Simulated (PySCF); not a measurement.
PySCF job for 2,2-difluoro-4-methyl-1,3-dioxole (C₄H₄F₂O₂), SMILES CC1=COC(F)(F)O1, PBE-D3(BJ)/def2-SVP. Coordinates come from a PBE-D3(BJ)/def2-SVP optimisation. Other conformers were not sampled.

```python
import numpy as np
from pyscf import gto, scf, dft, df
from pyscf.hessian import thermo

mol = gto.M(
    atom='''
    C    -0.54710155   -2.66384298    0.00000000
    C     0.02752312   -1.30017471    0.00000000
    C     1.28060353   -0.80506886    0.00000000
    O     1.23938776    0.58437936    0.00000000
    C    -0.10304098    0.93519369   -0.00000000
    F    -0.39459256    1.69291202    1.08282289
    F    -0.39459255    1.69291202   -1.08282288
    O    -0.86521681   -0.22441115   -0.00000000
    H     0.26203699   -3.41733709    0.00000000
    H    -1.18388699   -2.82830808    0.89440750
    H    -1.18388699   -2.82830808   -0.89440750
    H     2.26713060   -1.27485165    0.00000000
    ''',
    basis='def2-SVP',
    charge=0,
    spin=0,
    max_memory=1600,
    verbose=3,
)
mf = dft.RKS(mol, xc='pbe').density_fit(auxbasis='def2-universal-jkfit')
mf.disp = 'd3bj'
mf.grids.level = 3
mf.conv_tol = 1e-11
mf.max_cycle = 100
mf.kernel()

# [left out here: the lines that compute and print the analytic Hessian (its translational invariance restored by hand, since the grid's response is missing), thermochemistry and intensities]
```

Output:

```
converged SCF energy = -504.053844859808

WARN: DFTD3 does not support analytical Hessian, using finite difference


WARN: Mole.unit (angstrom) is changed to Bohr

Mode                                 0                   1                   2
Irrep
Freq [cm^-1]                       82.3259            171.6791            235.9445
Reduced mass [au]                   6.6571              1.1414              2.9805
Force const [Dyne/A]                0.0266              0.0198              0.0978
Char temp [K]                     118.4486            247.0080            339.4716
Normal mode                   x     y     z       x     y     z       x     y     z
       0   C                -0.00 -0.00  0.11   -0.00  0.00 -0.05   -0.00  0.00 -0.08
       1   C                 0.00 -0.00  0.01    0.00  0.00  0.04    0.00 -0.00  0.11
       2   C                 0.00 -0.00  0.04    0.00  0.00  0.02    0.00  0.00  0.15
       3   O                -0.00 -0.00 -0.07    0.00  0.00 -0.03   -0.00 -0.00 -0.06
       4   C                -0.00 -0.00 -0.04    0.00 -0.00 -0.00   -0.00 -0.00 -0.03
       5   F                 0.00 -0.09  0.03    0.04  0.01  0.00    0.06 -0.00 -0.01
       6   F                -0.00  0.09  0.03   -0.04 -0.01  0.00   -0.06  0.00 -0.01
       7   O                 0.00 -0.00 -0.13    0.00  0.00  0.02    0.00 -0.00 -0.02
       8   H                -0.00 -0.00  0.21   -0.00  0.00  0.47   -0.00 -0.00 -0.34
       9   H                -0.04  0.08  0.09   -0.44  0.14 -0.33    0.07 -0.22 -0.07
      10   H                 0.04 -0.08  0.09    0.44 -0.14 -0.33   -0.07  0.22 -0.07
      11   H                 0.00 -0.00  0.13    0.00  0.00  0.02    0.00  0.00  0.21
Mode                                 3                   4                   5
Irrep
Freq [cm^-1]                      279.2404            367.1821            427.7751
Reduced mass [au]                   2.9710              9.1447             11.5312
Force const [Dyne/A]                0.1365              0.7264              1.2432
Char temp [K]                     401.7648            528.2933            615.4732
Normal mode                   x     y     z       x     y     z       x     y     z
       0   C                -0.12  0.09  0.00   -0.00 -0.00 -0.01   -0.03 -0.07 -0.00
       1   C                 0.08 -0.00 -0.00    0.00 -0.00  0.11    0.04 -0.08 -0.00
       2   C                 0.08  0.02 -0.00    0.00 -0.00 -0.03    0.03 -0.06 -0.00
       3   O                 0.03  0.04  0.00    0.00 -0.00 -0.11    0.00 -0.04  0.00
       4   C                 0.01 -0.02 -0.00    0.00  0.00 -0.01    0.01  0.00 -0.00
       5   F                -0.04 -0.04  0.00   -0.10 -0.04 -0.00   -0.04  0.10 -0.07
       6   F                -0.04 -0.04 -0.00    0.10  0.04 -0.00   -0.04  0.10  0.07
       7   O                 0.07 -0.03 -0.00    0.00 -0.00  0.10    0.06 -0.04  0.00
       8   H                -0.30 -0.09 -0.00   -0.00 -0.00 -0.06   -0.08 -0.12 -0.00
       9   H                -0.17  0.24 -0.00   -0.04 -0.10 -0.06   -0.04 -0.03 -0.00
      10   H                -0.17  0.24  0.00    0.04  0.10 -0.06   -0.04 -0.03  0.00
      11   H                 0.10  0.06  0.00    0.00 -0.00 -0.13    0.05 -0.02 -0.00
Mode                                 6                   7                   8
Irrep
Freq [cm^-1]                      545.4773            549.6455            589.1630
Reduced mass [au]                   6.1483              4.3133             14.8570
Force const [Dyne/A]                1.0778              0.7678              3.0384
Char temp [K]                     784.8204            790.8174            847.6743
Normal mode                   x     y     z       x     y     z       x     y     z
       0   C                 0.03  0.04 -0.00    0.00  0.00  0.02   -0.00 -0.00  0.01
       1   C                -0.06  0.06 -0.00   -0.00  0.00  0.17    0.00 -0.00  0.04
       2   C                -0.02 -0.08  0.00   -0.00 -0.00 -0.12   -0.00  0.00 -0.03
       3   O                 0.11 -0.05 -0.00    0.00 -0.00  0.10   -0.00  0.00 -0.09
       4   C                 0.08  0.02  0.00    0.00  0.00 -0.02   -0.00  0.00  0.06
       5   F                -0.08 -0.02 -0.02    0.02 -0.02 -0.01   -0.04  0.10  0.06
       6   F                -0.08 -0.02  0.02   -0.02  0.02 -0.01    0.04 -0.10  0.06
       7   O                 0.04  0.08  0.00    0.00  0.00 -0.08    0.00 -0.00 -0.11
       8   H                 0.13  0.16  0.00    0.00  0.00 -0.05   -0.00 -0.00 -0.03
       9   H                 0.06 -0.05  0.00   -0.06 -0.15 -0.06   -0.02 -0.05 -0.02
      10   H                 0.06 -0.05 -0.00    0.06  0.15 -0.06    0.02  0.05 -0.02
      11   H                -0.08 -0.21  0.00   -0.00 -0.00 -0.33    0.00  0.00  0.05
Mode                                 9                  10                  11
Irrep
Freq [cm^-1]                      646.2887            704.4671            717.0714
[...]
Freq [cm^-1]                     1174.6938           1237.1792           1243.5923
Reduced mass [au]                  12.8448             12.0804              2.8385
Force const [Dyne/A]               10.4430             10.8942              2.5864
Char temp [K]                    1690.1228           1780.0255           1789.2525
Normal mode                   x     y     z       x     y     z       x     y     z
       0   C                -0.00  0.00 -0.00   -0.00  0.00 -0.00   -0.02 -0.03  0.00
       1   C                 0.00 -0.00  0.01    0.02  0.01  0.00    0.02  0.15  0.00
       2   C                 0.00 -0.00  0.00   -0.01  0.01 -0.00    0.04  0.12  0.00
       3   O                -0.00  0.00 -0.03    0.02 -0.06 -0.00   -0.03 -0.08  0.00
       4   C                -0.00 -0.00  0.26   -0.08  0.24  0.00    0.06 -0.03 -0.00
       5   F                 0.01 -0.03 -0.06    0.01 -0.03 -0.03   -0.01  0.01  0.01
       6   F                -0.01  0.03 -0.06    0.01 -0.03  0.03   -0.01  0.01 -0.01
       7   O                 0.00  0.00 -0.03    0.01 -0.05 -0.00    0.00 -0.05  0.00
       8   H                -0.00  0.00  0.01   -0.02 -0.01  0.00   -0.16 -0.19  0.00
       9   H                 0.01  0.01  0.01   -0.00 -0.04 -0.01   -0.05 -0.23 -0.06
      10   H                -0.01 -0.01  0.01   -0.00 -0.04  0.01   -0.05 -0.23  0.06
      11   H                -0.00 -0.00  0.01   -0.00  0.02 -0.00   -0.17 -0.30  0.00
Mode                                21                  22                  23
Irrep
Freq [cm^-1]                     1285.9313           1361.6123           1385.0758
Reduced mass [au]                   2.6923              1.6295              1.0382
Force const [Dyne/A]                2.6231              1.7799              1.1735
Char temp [K]                    1850.1688           1959.0569           1992.8157
Normal mode                   x     y     z       x     y     z       x     y     z
       0   C                -0.05  0.01  0.00   -0.04 -0.14  0.00   -0.00 -0.00 -0.05
       1   C                 0.11 -0.12 -0.00   -0.03  0.08  0.00   -0.00  0.00 -0.02
       2   C                -0.01  0.07 -0.00    0.04  0.03  0.00    0.00 -0.00  0.00
       3   O                -0.04 -0.01  0.00    0.00 -0.03 -0.00    0.00  0.00 -0.00
       4   C                 0.11  0.05 -0.00   -0.02 -0.00  0.00   -0.00 -0.00  0.00
       5   F                -0.01 -0.01 -0.00    0.00  0.00  0.00    0.00  0.00 -0.00
       6   F                -0.01 -0.01  0.00    0.00  0.00 -0.00   -0.00 -0.00 -0.00
       7   O                -0.06  0.03  0.00    0.02 -0.02 -0.00    0.00 -0.00  0.00
       8   H                 0.13  0.19  0.00    0.37  0.30 -0.00   -0.00 -0.00  0.69
       9   H                 0.15  0.06  0.14   -0.04  0.41  0.09    0.21 -0.44  0.04
      10   H                 0.15  0.06 -0.14   -0.04  0.41 -0.09   -0.21  0.44  0.04
      11   H                -0.22 -0.35 -0.00    0.01 -0.04  0.00    0.00  0.00  0.01
Mode                                24                  25                  26
Irrep
Freq [cm^-1]                     1410.8181           1721.5009           2970.7185
Reduced mass [au]                   1.0912              7.6769              1.0385
Force const [Dyne/A]                1.2797             13.4045              5.3999
Char temp [K]                    2029.8531           2476.8566           4274.2025
Normal mode                   x     y     z       x     y     z       x     y     z
       0   C                -0.05 -0.01  0.00   -0.03 -0.03  0.00   -0.03 -0.04  0.00
       1   C                -0.02  0.05  0.00    0.19  0.11  0.00   -0.00  0.00 -0.00
       2   C                -0.01 -0.02 -0.00   -0.14 -0.09  0.00    0.00  0.00 -0.00
       3   O                 0.01  0.00  0.00    0.01  0.01  0.00    0.00 -0.00 -0.00
       4   C                -0.02 -0.01 -0.00    0.00 -0.02 -0.00   -0.00  0.00  0.00
       5   F                 0.00  0.00  0.00    0.00  0.00 -0.00    0.00 -0.00 -0.00
       6   F                 0.00  0.00 -0.00    0.00  0.00  0.00    0.00 -0.00  0.00
       7   O                 0.01 -0.01  0.00   -0.02  0.00  0.00    0.00  0.00 -0.00
       8   H                -0.25 -0.25 -0.00    0.06  0.05 -0.00   -0.30  0.28  0.00
       9   H                 0.49  0.05  0.38   -0.05 -0.05 -0.02    0.35  0.09 -0.51
      10   H                 0.49  0.05 -0.38   -0.05 -0.05  0.02    0.35  0.09  0.51
      11   H                 0.03  0.08  0.00   -0.06  0.17 -0.00    0.00 -0.00  0.00
Mode                                27                  28                  29
Irrep
Freq [cm^-1]                     3042.5228           3095.5752           3238.0733
Reduced mass [au]                   1.1026              1.1019              1.1024
Force const [Dyne/A]                6.0139              6.2214              6.8100
Char temp [K]                    4377.5129           4453.8434           4658.8666
Normal mode                   x     y     z       x     y     z       x     y     z
       0   C                 0.00 -0.00 -0.09    0.08 -0.04  0.00    0.00  0.00  0.00
       1   C                 0.00 -0.00 -0.00    0.00  0.00  0.00   -0.01 -0.00  0.00
       2   C                 0.00 -0.00 -0.00   -0.00 -0.00  0.00    0.08 -0.03  0.00
       3   O                -0.00  0.00 -0.00   -0.00  0.00  0.00    0.00  0.00  0.00
       4   C                 0.00 -0.00 -0.00    0.00  0.00 -0.00   -0.00  0.00 -0.00
       5   F                 0.00  0.00  0.00   -0.00 -0.00  0.00    0.00 -0.00 -0.00
       6   F                -0.00 -0.00  0.00   -0.00 -0.00 -0.00    0.00 -0.00  0.00
       7   O                -0.00  0.00  0.00   -0.00  0.00  0.00   -0.00  0.00  0.00
       8   H                -0.00  0.00 -0.01   -0.63  0.59 -0.00   -0.00  0.00 -0.00
       9   H                -0.39 -0.10  0.54   -0.15 -0.05  0.23    0.00  0.00 -0.00
      10   H                 0.39  0.10  0.54   -0.15 -0.05 -0.23    0.00  0.00  0.00
      11   H                -0.00  0.00  0.00   -0.00 -0.00 -0.00   -0.86  0.40  0.00
temperature 298.1500 [K]
pressure 101325.00 [Pa]
Rotational constants [GHz] 4.20998 1.61327 1.48215
Symmetry number 1
Zero-point energy (ZPE) 0.07843 [Eh]   205923.456 [J/mol]
                           tot       elec      trans        rot        vib
Entropy [J/mol/K]       347.706      0.000    168.667    116.562     62.477
Cv [J/mol/K]            107.226      0.000     12.472     12.472     82.283
Cp [J/mol/K]            115.540      0.000     20.786     12.472     82.283
Internal energy [J/mol]                      3718.434   3718.434 216900.378
Internal energy [Eh]   -503.96840  -504.05384
Enthalpy [J/mol]                             6197.391   3718.434 216900.378
Enthalpy [Eh]          -503.96746
Gibbs free energy [J/mol]                  -44090.770 -31034.597 198272.881
Gibbs free energy [Eh] -504.00694
mode   freq/cm-1   IR/(km/mol)
   1       82.33         0.640
   2      171.68         0.333
   3      235.94         0.451
   4      279.24         0.497
   5      367.18         1.349
   6      427.78        12.149
   7      545.48         0.130
   8      549.65         3.332
   9      589.16         0.471
  10      646.29         5.891
  11      704.47        26.041
  12      717.07        11.469
  13      860.63         4.247
  14      941.11         6.169
  15      971.67         0.356
  16     1012.23         1.342
  17     1032.46        41.323
  18     1126.06        53.894
  19     1174.69       317.284
  20     1237.18       730.428
  21     1243.59        37.804
  22     1285.93        77.000
  23     1361.61        41.969
  24     1385.08        10.021
  25     1410.82         1.177
  26     1721.50        16.509
  27     2970.72        16.354
  28     3042.52         4.564
  29     3095.58         3.436
  30     3238.07         6.501
max |gradient| / (hartree/bohr): 0.00020890967159293628
APT charges: [ 0.0188  0.4001  0.2206 -0.6875  1.6954 -0.5444 -0.5444 -0.7081  0.0275
  0.0082  0.0082  0.1057]
```

The run converged.

Cost: around 2.6 core-minutes (rough).
